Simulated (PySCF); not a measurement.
**Li₂F₂: fields on a plane**

Level of theory: PBE0/[Li def2-TZVP, F def2-TZVP], no relativity, density fitting, PySCF.

The singlet minimum has Li–F 1.720 Å (×4); F–Li–F 99.6° (×2), Li–F–Li 80.4° (×2).

The plane holds Li1 at (0.00, 0.00), Li2 at (2.22, 0.00), F3 at (1.11, 1.31), F4 at (1.11, -1.31) Å. Columns run from x = -1.95 to 4.65 Å, rows from y = 3.75 (top) to -3.45 Å, in steps of 0.3 Å. Other isomers or separated fragments may lie lower.

Q: Give the electron localisation function (set to 0 where the density is under 0.005 e/Å³). Lower edges of the bins: '0' 0.000, '1' 0.100, '2' 0.200, '3' 0.300, '4' 0.400, '5' 0.500, '6' 0.600, '7' 0.700, '8' 0.800, '9' 0.900; top 1.00.

A: 
```
00000000000000000000000
00000000000000000000000
00000000000000000000000
00000000011110000000000
00000001233321100000000
00000012466653210000000
00000124688875310000000
00000135787886421000000
00000136879387421000000
00000015884786300000000
00000000588871000000000
00000484036501870000000
00003999400009998000000
00003999400009998000000
00000484036501870000000
00000000588871000000000
00000015884786300000000
00000136879387421000000
00000135787886421000000
00000124688875310000000
00000012466653210000000
00000001233321100000000
00000000011110000000000
00000000000000000000000
00000000000000000000000
```

Q: Give the electrostatic potential (V) (cut at 20 V). Every second row and column.

A: 
```
-0.1 -0.3 -0.5 -0.7 -1.0 -1.1 -1.0 -0.8 -0.5 -0.3 -0.1  0.0
 0.0 -0.2 -0.6 -1.1 -1.6 -1.8 -1.7 -1.2 -0.7 -0.3 -0.1  0.0
 0.1 -0.1 -0.6 -1.5 -2.5 -2.9 -2.6 -1.7 -0.7 -0.1  0.1  0.2
 0.5  0.4 -0.1 -1.5 -1.5  7.2 -0.5 -1.8 -0.3  0.3  0.5  0.4
 1.0  1.3  1.4  0.3  7.3 20.0 19.3  0.1  1.3  1.4  1.0  0.7
 1.6  2.8  5.2  8.1  5.7 17.2  6.2  8.0  5.9  3.1  1.8  1.1
 1.9  3.9 10.4 20.0 20.0  3.8 13.2 20.0 13.7  4.6  2.2  1.2
 1.8  3.5  8.0 20.0 11.0  3.8  8.1 20.0  9.8  4.0  2.0  1.2
 1.3  2.0  2.9  2.9  6.3 20.0 13.3  2.6  3.1  2.2  1.4  0.9
 0.7  0.8  0.4 -0.9  2.6 20.0  8.2 -1.2  0.2  0.8  0.7  0.6
 0.3  0.1 -0.4 -1.6 -2.7 -2.2 -2.7 -1.9 -0.6  0.0  0.3  0.3
 0.0 -0.2 -0.6 -1.3 -2.0 -2.4 -2.1 -1.4 -0.7 -0.2  0.0  0.1
-0.1 -0.2 -0.5 -0.9 -1.2 -1.4 -1.3 -1.0 -0.6 -0.3 -0.1  0.0
```
